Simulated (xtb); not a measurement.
BF₃, triplet, from a rough starting geometry (a higher spin typed on purpose: for a closed-shell molecule this is an excited state); GFN2-xTB (xtb).

Input for xtb:
```
$ xtb mol.xyz --gfn 2 --uhf 2 --opt vtight --json

# file mol.xyz
4

B      0.04341890    -0.02664457     0.03459377
F     -1.13860545    -0.66973781    -0.02079408
F      0.00537104     1.20370046    -0.49864630
F      1.10060295    -0.49723388     0.46858307
```

### Question
Predict the main parts of the log of this xtb run.

### Answer

```
   ID    Z sym.   atoms
    1    5 B      1
    2    9 F      2-4

           -------------------------------------------------
          |                Calculation Setup                |
           -------------------------------------------------

           -------------------------------------------------
          |                 G F N 2 - x T B                 |
           -------------------------------------------------

          ...................................................
          :                      SETUP                      :
          :.................................................:
          :  # basis functions                  16          :
          :  # atomic orbitals                  16          :
          :  # shells                            8          :
          :  # electrons                        24          :
          :  max. iterations                   250          :
          :  Hamiltonian                  GFN2-xTB          :
          :  restarted?                      false          :
          :  GBSA solvation                  false          :
          :  PC potential                    false          :
          :  electronic temp.          300.0000000     K    :
          :  accuracy                    1.0000000          :
          :  -> integral cutoff          0.2500000E+02      :
          :  -> integral neglect         0.1000000E-07      :
          :  -> SCF convergence          0.1000000E-05 Eh   :
          :  -> wf. convergence          0.1000000E-03 e    :
          :  Broyden damping             0.4000000          :
          :  net charge                          0          :
          :  unpaired electrons                  2          :
          ...................................................

 iter      E             dE          RMSdq      gap      omega  full diag
   1    -15.2723623 -0.152724E+02  0.108E+01   14.74       0.0  T
   2    -15.1700380  0.102324E+00  0.782E+00   14.00       1.0  T
   3    -15.2382636 -0.682256E-01  0.562E+00   13.54       1.0  T
   4    -15.1814263  0.568373E-01  0.547E+00   12.35       1.0  T
   5    -15.2492185 -0.677922E-01  0.365E+00   12.36       1.0  T
   6    -15.2698294 -0.206109E-01  0.258E+00   12.35       1.0  T
   7    -15.2715743 -0.174495E-02  0.234E+00   12.29       1.0  T
   8    -15.1958418  0.757325E-01  0.447E+00   12.21       1.0  T
   9    -15.2093182 -0.134763E-01  0.415E+00   12.26       1.0  T
  10    -15.2197690 -0.104508E-01  0.389E+00   12.27       1.0  T
  11    -15.2450630 -0.252941E-01  0.322E+00   12.31       1.0  T
  12    -15.2589255 -0.138625E-01  0.276E+00   12.33       1.0  T
  13    -15.2665933 -0.766776E-02  0.243E+00   12.32       1.0  T
  14    -15.2919626 -0.253693E-01  0.869E-01   12.34       1.0  T
  15    -15.2820096  0.995300E-02  0.169E+00   12.33       1.0  T
  16    -15.2872717 -0.526207E-02  0.130E+00   12.33       1.0  T
  17    -15.2949171 -0.764546E-02  0.219E-01   12.33       1.0  T
  18    -15.2890546  0.586250E-02  0.114E+00   12.33       1.0  T
  19    -15.2915791 -0.252453E-02  0.857E-01   12.33       1.0  T
  20    -15.2942551 -0.267591E-02  0.418E-01   12.33       1.0  T
  21    -15.2949923 -0.737276E-03  0.199E-01   12.33       1.0  T
  22    -15.2950058 -0.134253E-04  0.154E-01   12.33       1.0  T
  23    -15.2950928 -0.870203E-04  0.779E-02   12.33       1.0  T
  24    -15.2951079 -0.151378E-04  0.494E-02   12.33       1.0  T
  25    -15.2951130 -0.507961E-05  0.348E-02   12.33       1.4  T
  26    -15.2951181 -0.511111E-05  0.137E-02   12.33       3.7  T
  27    -15.2951189 -0.798094E-06  0.267E-03   12.33      18.7  T
  28    -15.2951189 -0.111911E-07  0.181E-03   12.33      27.6  T
  29    -15.2951189 -0.214455E-08  0.184E-03   12.33      27.2  T
  30    -15.2951189 -0.736040E-08  0.123E-03   12.33      40.7  T
  31    -15.2951189 -0.724887E-08  0.358E-05   12.33    1398.5  T
  32    -15.2951189  0.900169E-10  0.146E-04   12.33     343.1  T

   *** convergence criteria satisfied after 32 iterations ***

 transition dipole moment (au) for excitation:          12          13
     X       Y       Z
   0.0007   0.0030  -0.0033  total (au/Debye):    0.004   0.011
 dE (eV)             :    9.985
 oscillator strength :  0.69791E-05

         :::::::::::::::::::::::::::::::::::::::::::::::::::::
         ::                     SUMMARY                     ::
         :::::::::::::::::::::::::::::::::::::::::::::::::::::
         :: total energy             -15.238212008966 Eh    ::
         :: gradient norm              0.239910987346 Eh/a0 ::
         :: HOMO-LUMO gap             12.327683983201 eV    ::
         ::.................................................::
         :: SCC energy               -15.295118916630 Eh    ::
         :: -> isotropic ES            0.050689948042 Eh    ::
         :: -> anisotropic ES         -0.000545510539 Eh    ::
         :: -> anisotropic XC         -0.008511789332 Eh    ::
         :: -> dispersion             -0.000959267776 Eh    ::
         :: repulsion energy           0.056906907663 Eh    ::
         :: add. restraining           0.000000000000 Eh    ::
         :: total charge               0.000000000009 e     ::
         :::::::::::::::::::::::::::::::::::::::::::::::::::::

      -----------------------------------------------------------
     |                   =====================                   |
     |                        A N C O P T                        |
     |                   =====================                   |
     |               Approximate Normal Coordinate               |
     |                Rational Function Optimizer                |
      -----------------------------------------------------------
      -----------------------------------------------------------
     |                   =====================                   |
     |                        A N C O P T                        |
[...]
 * total energy  :   -15.3306313 Eh     change       -0.7103729E-03 Eh
 * total energy  :   -15.3307302 Eh     change       -0.9889099E-04 Eh
 * total energy  :   -15.3307776 Eh     change       -0.4733720E-04 Eh
 * total energy  :   -15.3308633 Eh     change       -0.8569122E-04 Eh
 * total energy  :   -15.3309110 Eh     change       -0.4770742E-04 Eh
 * total energy  :   -15.3309315 Eh     change       -0.2056663E-04 Eh
 * total energy  :   -15.3309364 Eh     change       -0.4881888E-05 Eh
 * total energy  :   -15.3309621 Eh     change       -0.2567803E-04 Eh
 * total energy  :   -15.3309662 Eh     change       -0.4126583E-05 Eh
 * total energy  :   -15.3309676 Eh     change       -0.1398740E-05 Eh
 * total energy  :   -15.3309687 Eh     change       -0.1104901E-05 Eh
 * total energy  :   -15.3309690 Eh     change       -0.3322598E-06 Eh
 * total energy  :   -15.3309691 Eh     change       -0.6032400E-07 Eh
   *** GEOMETRY OPTIMIZATION CONVERGED AFTER 21 ITERATIONS ***
[...]
          :  GBSA solvation                  false          :
          :  PC potential                    false          :
          :  electronic temp.          300.0000000     K    :
          :  accuracy                    1.0000000          :
          :  -> integral cutoff          0.2500000E+02      :
          :  -> integral neglect         0.1000000E-07      :
          :  -> SCF convergence          0.1000000E-05 Eh   :
          :  -> wf. convergence          0.1000000E-03 e    :
          :  Broyden damping             0.4000000          :
          :  net charge                          0          :
          :  unpaired electrons                  2          :
          ...................................................

 iter      E             dE          RMSdq      gap      omega  full diag
   1    -15.3477283 -0.153477E+02  0.592E-05   12.21       0.0  T
   2    -15.3477283  0.127570E-08  0.474E-04   12.21     105.4  T
   3    -15.3477283 -0.128555E-08  0.461E-05   12.21    1085.4  T

   *** convergence criteria satisfied after 3 iterations ***

 transition dipole moment (au) for excitation:          12          13
     X       Y       Z
  -0.1985   0.0458  -0.0281  total (au/Debye):    0.206   0.523
 dE (eV)             :    5.121
 oscillator strength :  0.75041E-02

         :::::::::::::::::::::::::::::::::::::::::::::::::::::
         ::                     SUMMARY                     ::
         :::::::::::::::::::::::::::::::::::::::::::::::::::::
         :: total energy             -15.330969110387 Eh    ::
         :: gradient norm              0.000119346648 Eh/a0 ::
         :: HOMO-LUMO gap             12.208820090594 eV    ::
         ::.................................................::
         :: SCC energy               -15.347728305641 Eh    ::
         :: -> isotropic ES            0.038892626671 Eh    ::
         :: -> anisotropic ES         -0.001088855184 Eh    ::
         :: -> anisotropic XC         -0.005538840750 Eh    ::
         :: -> dispersion             -0.000964105856 Eh    ::
         :: repulsion energy           0.016759195254 Eh    ::
         :: add. restraining           0.000000000000 Eh    ::
         :: total charge               0.000000000837 e     ::
         :::::::::::::::::::::::::::::::::::::::::::::::::::::

           -------------------------------------------------
          |                Property Printout                |
           -------------------------------------------------

    * Orbital Energies and Occupations

         #    Occupation            Energy/Eh            Energy/eV
      -------------------------------------------------------------
         1        2.0000           -0.8647943             -23.5323
         2        2.0000           -0.8527799             -23.2053
         3        2.0000           -0.8527169             -23.2036
         4        2.0000           -0.6068352             -16.5128
         5        2.0000           -0.5881901             -16.0055
         6        2.0000           -0.5880814             -16.0025
         7        2.0000           -0.5779701             -15.7274
         8        2.0000           -0.5555345             -15.1169
         9        2.0000           -0.5553214             -15.1111
        10        1.9649           -0.5441176             -14.8062
        11        1.5855           -0.5412983             -14.7295
        12        1.4496           -0.5407782             -14.7153
        13        1.0000           -0.3525955              -9.5946 (HOMO)
        14                          0.0960703               2.6142 (LUMO)
        15                          0.1102396               2.9998
        16                          0.3597779               9.7901
      -------------------------------------------------------------
                  HL-Gap            0.4486659 Eh           12.2088 eV
             Fermi-level           -0.3346164 Eh           -9.1054 eV

     #   Z          covCN         q      C6AA      α(0)
     1   5 B        2.155     0.448    28.937    11.130
     2   9 F        0.720    -0.149    10.731     3.868
     3   9 F        0.720    -0.152    10.755     3.873
     4   9 F        0.720    -0.147    10.713     3.865

 Mol. C6AA /au·bohr⁶  :        220.503944
 Mol. C8AA /au·bohr⁸  :       5285.735599
 Mol. α(0) /au        :         22.736325

Wiberg/Mayer (AO) data.
largest (>0.10) Wiberg bond orders for each atom

 ---------------------------------------------------------------------------
     #   Z sym  total        # sym  WBO       # sym  WBO       # sym  WBO
 ---------------------------------------------------------------------------
     1   5 B    2.389 --     3 F    0.805     2 F    0.796     4 F    0.789
     2   9 F    0.974 --     1 B    0.796
     3   9 F    0.976 --     1 B    0.805
     4   9 F    0.972 --     1 B    0.789
 ---------------------------------------------------------------------------

Topologies differ in total number of bonds
Writing topology from bond orders to xtbtopo.mol

molecular dipole:
                 x           y           z       tot (Debye)
 q only:        0.003       0.266       0.466
   full:        0.001       0.154       0.269       0.787
molecular quadrupole (traceless):
                xx          xy          yy          xz          yz          zz
 q only:       -0.784      -0.010      -0.224       0.020       1.078       1.009
  q+dip:       -0.813      -0.017      -0.257       0.027       1.137       1.071
   full:       -0.510      -0.046      -0.227       0.036       0.837       0.738

optimized geometry written to: xtbopt.xyz

           -------------------------------------------------
          | TOTAL ENERGY              -15.330969110387 Eh   |
          | GRADIENT NORM               0.000119346648 Eh/α |
          | HOMO-LUMO GAP              12.208820090594 eV   |
           -------------------------------------------------

normal termination of xtb
```
